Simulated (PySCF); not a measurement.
**Computed spin Hamiltonian**

Species: C5H7S2Si (doublet state).
Z-matrix (Å and degrees, GFN2-xTB geometry), rows numbered from 1:
```
C 
C   1  1.3524
C   2  1.4156  1  129.13
C   3  1.3782  2  114.15  1   179.73
C   4  1.3847  3  113.89  2     0.07
S   5  1.7334  4  124.52  3  -179.82
Si  6  2.1645  5  102.81  4  -178.68
S   5  1.7411  4  111.48  3    -0.01
H   1  1.0738  2  121.83  3  -179.91
H   1  1.0747  2  120.25  3     0.03
H   3  1.0743  2  121.31  1    -0.27
H   4  1.0754  3  124.77  2  -179.99
H   7  1.4528  6  100.20  5   179.82
H   7  1.4558  6  107.36  5   -61.04
H   7  1.4557  6  107.35  5    60.79
```

The hyperfine couplings belong to this conformer and change with its torsions.

Identity: `[CH2]c1ccc(S[SiH3])s1` [radical].

Computed, not measured: UKS B3LYP, pcH-1 on C H S Si, non-relativistic, mean-field spin-orbit, GIAO (PySCF 2.14.0). Geometry: GFN2-xTB, one conformer, isolated molecule. A GFN2-xTB geometry isn't a minimum of the functional, and hyperfine couplings can be far from their values at a DFT geometry. The SCF solution wasn't tested for stability. ⟨S²⟩ is 0.779 where a pure state has 0.75.

| Property | Result |
| --- | --- |
| g1, g2, g3 | 2.00199, 2.00342, 2.00623 |
| g_iso | 2.00388 |
| Form of g | rhombic: the two nearest values differ by 34 % of g3 − g1 |
| ⟨S²⟩ | 0.7787 (exact 0.7500) |
| α and β electrons | 42, 41 |
| HOMO–LUMO gap, α and β orbitals | 3.87, 4.15 eV |
| Total energy | -1280.61132 Eh |

Hyperfine couplings atom by atom, in MHz; T1 to T3 are the principal values of the dipolar part; ρ(0) is the spin density at the nucleus:

```json
{"atom": "C1", "isotope": "13C", "a_iso": "45.1", "of which spin–orbit": "-0.1", "T1": "-43.8", "T2": "-42.7", "T3": "86.6", "Mulliken spin population": "0.57", "ρ(0) (bohr⁻³)": "0.0402"}
{"atom": "C2", "isotope": "13C", "a_iso": "-39.5", "of which spin–orbit": "-0.1", "T1": "-22.6", "T2": "8.8", "T3": "13.8", "Mulliken spin population": "-0.19", "ρ(0) (bohr⁻³)": "-0.0351"}
{"atom": "C3", "isotope": "13C", "a_iso": "33.5", "of which spin–orbit": "-0.1", "T1": "-29.6", "T2": "-29.1", "T3": "58.7", "Mulliken spin population": "0.37", "ρ(0) (bohr⁻³)": "0.0298"}
{"atom": "C4", "isotope": "13C", "a_iso": "-26.6", "of which spin–orbit": "0.0", "T1": "-15.4", "T2": "6.7", "T3": "8.7", "Mulliken spin population": "-0.14", "ρ(0) (bohr⁻³)": "-0.0237"}
{"atom": "C5", "isotope": "13C", "a_iso": "41.4", "of which spin–orbit": "0.3", "T1": "-32.3", "T2": "-31.1", "T3": "63.4", "Mulliken spin population": "0.33", "ρ(0) (bohr⁻³)": "0.0365"}
{"atom": "S6", "isotope": "33S", "a_iso": "1.6", "of which spin–orbit": "-0.1", "T1": "-9.0", "T2": "-6.5", "T3": "15.5", "Mulliken spin population": "0.06", "ρ(0) (bohr⁻³)": "0.0050"}
{"atom": "Si7", "isotope": "29Si", "a_iso": "2.2", "of which spin–orbit": "0.0", "T1": "-0.3", "T2": "0.0", "T3": "0.3", "Mulliken spin population": "0.01", "ρ(0) (bohr⁻³)": "-0.0025"}
{"atom": "S8", "isotope": "33S", "a_iso": "1.8", "of which spin–orbit": "-0.1", "T1": "-7.3", "T2": "-3.5", "T3": "10.8", "Mulliken spin population": "0.04", "ρ(0) (bohr⁻³)": "0.0053"}
{"atom": "H9", "isotope": "1H", "a_iso": "-35.1", "of which spin–orbit": "0.0", "T1": "-20.6", "T2": "-0.4", "T3": "21.0", "Mulliken spin population": "-0.03", "ρ(0) (bohr⁻³)": "-0.0079"}
{"atom": "H10", "isotope": "1H", "a_iso": "-34.3", "of which spin–orbit": "0.0", "T1": "-19.5", "T2": "-0.8", "T3": "20.3", "Mulliken spin population": "-0.03", "ρ(0) (bohr⁻³)": "-0.0077"}
{"atom": "H11", "isotope": "1H", "a_iso": "-24.4", "of which spin–orbit": "0.0", "T1": "-12.8", "T2": "-1.3", "T3": "14.1", "Mulliken spin population": "-0.02", "ρ(0) (bohr⁻³)": "-0.0055"}
{"atom": "H12", "isotope": "1H", "a_iso": "6.0", "of which spin–orbit": "0.0", "T1": "-3.1", "T2": "-0.3", "T3": "3.4", "Mulliken spin population": "0.00", "ρ(0) (bohr⁻³)": "0.0013"}
{"atom": "H13", "isotope": "1H", "a_iso": "-1.2", "of which spin–orbit": "0.0", "T1": "-0.7", "T2": "-0.6", "T3": "1.3", "Mulliken spin population": "0.00", "ρ(0) (bohr⁻³)": "-0.0003"}
{"atom": "H14", "isotope": "1H", "a_iso": "6.7", "of which spin–orbit": "0.0", "T1": "-0.9", "T2": "-0.5", "T3": "1.4", "Mulliken spin population": "0.00", "ρ(0) (bohr⁻³)": "0.0015"}
{"atom": "H15", "isotope": "1H", "a_iso": "7.2", "of which spin–orbit": "0.0", "T1": "-0.9", "T2": "-0.5", "T3": "1.4", "Mulliken spin population": "0.00", "ρ(0) (bohr⁻³)": "0.0016"}
```

Largest spin populations (Mulliken): C1 (+0.57), C3 (+0.37), C5 (+0.33) and C2 (-0.19). Three atoms exceed +0.15. The positive populations add up to 1.40 and the negative ones to -0.40, together 2S = 1. The angles at C1 add up to 360.0°, so it is planar.

The SMILES `[CH2]c1ccc(S[SiH3])s1` draws the unpaired electron on C1, whose computed spin population is only +0.57.

Axes: g2 points within 3° of the C5–S8 bond and g3 points within 3° of the C1–H10 bond.

Under fast tumbling the dipolar parts average out, and these isotropic splittings remain: 1 × 1H (H9, I = 1/2, 2 lines) with 1.25 mT, 1 × 1H (H10, I = 1/2, 2 lines) with 1.22 mT, 1 × 1H (H11, I = 1/2, 2 lines) with 0.87 mT, 1 × 1H (H12, I = 1/2, 2 lines) with 0.22 mT and 3 × 1H (H13/H14/H15, I = 1/2, 4 lines) with 0.15 mT.

Nuclei that the bonding pattern makes equivalent are averaged, as if the motion that swaps them (rotation, inversion, ring flip) were fast. H9 and H10 aren't averaged: C1 is flat or nearly so (angle sum 360°), and its turn about the short C1–C2 bond (1.35 Å) is taken as slow. The three 1H nuclei of mean +4.3 MHz run from -1.2 to 7.2 MHz in the frozen geometry.

The 13C coupling of C1 (45.1 MHz) shows only in satellite lines or after enrichment, since that isotope makes up about 1.07 % of natural carbon.
